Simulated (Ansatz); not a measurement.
`FC[SiH2]F` + `C#CO` → `C#CO[SiH2]F` + `CF` at 700 K and 1 bar (ligand exchange at the Si–C bond).

Program: Ansatz. Geometries: PBE0-D4/def2-TZVP. ΔE: electronic, gas phase. CBS: MP2 limit from def2 TZ/QZ plus the TZ coupled-cluster correction, frozen cores. This one scheme is used for every species. Each species was taken in one conformer, which may not be the lowest.

| species | CCSD(T)/CBS energy (Eh) | H − E (kJ/mol) | S (J/(mol·K)) |
| --- | --- | --- | --- |
| `FC[SiH2]F` | -529.16787 | 190.0 | 398.0 |
| `C#CO` | -152.38380 | 123.4 | 303.4 |
| `C#CO[SiH2]F` | -541.96553 | 181.0 | 430.1 |
| `CF` | -139.63461 | 133.6 | 263.9 |

H − E and S are ideal-gas, rigid-rotor, harmonic terms from PBE0-D4/def2-TZVP, for one conformer and one mirror image of each species. 1 Eh = 2625.50 kJ/mol, R = 8.31446 J/(mol·K).

Question: By hand: ΔE, ΔH, ΔS and ΔG.

Answer: ΔE = (-541.96553) + (-139.63461) − (-529.16787) − (-152.38380) = -0.04847 Eh = -127.3 kJ/mol. Δ(H − E) = 181.0 + 133.6 − 190.0 − 123.4 = 1.2, so ΔH = -126.1 kJ/mol. ΔS = 430.1 + 263.9 − 398.0 − 303.4 = -7.4 J/(mol·K). ΔG = -126.1 − 700 × (-7.4)/1000 = -120.9 kJ/mol.

Question: By hand: the equilibrium constant, and the temperature at which ΔG would vanish if ΔH and ΔS stayed fixed.

Answer: log₁₀ K = −ΔG/(RT ln 10) = 9.0. ΔG = 0 at ΔH/ΔS = 17041 K, far beyond where these terms or the molecules hold.

The number of gas molecules stays the same, so ΔS is small and ΔH decides. A doubt of 5 kJ/mol in ΔE shifts log₁₀ K by 0.4 here. Other conformers and mirror images would add mixing entropy, several J/(mol·K) or more a flexible species. Modes under 60 cm⁻¹, often nearly free rotors, make the harmonic entropy too high. These are equilibria of isolated gas molecules and say nothing of rates. Largest T1 diagnostic: 0.013 (customary marks: 0.02 for closed shells, 0.045 for open ones).
